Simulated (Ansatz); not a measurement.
Start from `[OH][Al]([O][SiH3])[O][SiH3]` and change one atom or group to get `[CH3][Al]([OH])[O][SiH3]`.

Ansatz, PBE0-D4/def2-TZVP geometries, multiplicity 1. Each molecule was computed in one conformer, which needn't be the lowest.

```tsv
property	`[OH][Al]([O][SiH3])[O][SiH3]`
HOMO energy (PBE0/def2-TZVPP) / eV	-8.68
size of the dipole moment (PBE/def2-TZVPP) / D	1.21
HOMO–LUMO gap (PBE/def2-TZVPP) / eV	5.52
LUMO energy (PBE/def2-TZVPP) / eV	-1.71
size of the dipole moment (ωB97M-V/def2-TZVPP) / D	1.23
HOMO energy (B3LYP/def2-TZVPP) / eV	-8.47
```

Problem. Give the same properties after the change, and the shifts. (Estimate.)

Solution. The calculation gave: 
```csv
property,`[CH3][Al]([OH])[O][SiH3]`,shift
HOMO energy (PBE0/def2-TZVPP) / eV,-8.40,0.28
size of the dipole moment (PBE/def2-TZVPP) / D,0.08,-1.13
HOMO–LUMO gap (PBE/def2-TZVPP) / eV,5.83,0.31
LUMO energy (PBE/def2-TZVPP) / eV,-1.14,0.57
size of the dipole moment (ωB97M-V/def2-TZVPP) / D,0.10,-1.13
HOMO energy (B3LYP/def2-TZVPP) / eV,-8.18,0.29
```

With PBE0 the HOMO rises by 0.28 eV and the LUMO rises by 0.52 eV, so the gap widens by about 0.24 eV. PBE moves the HOMO by 0.25 eV and ωB97M-V by 0.30 eV. Dipoles are sizes alone; their direction can turn.

B3LYP here is the variant with VWN-RPA as its local correlation; programs differ in this.
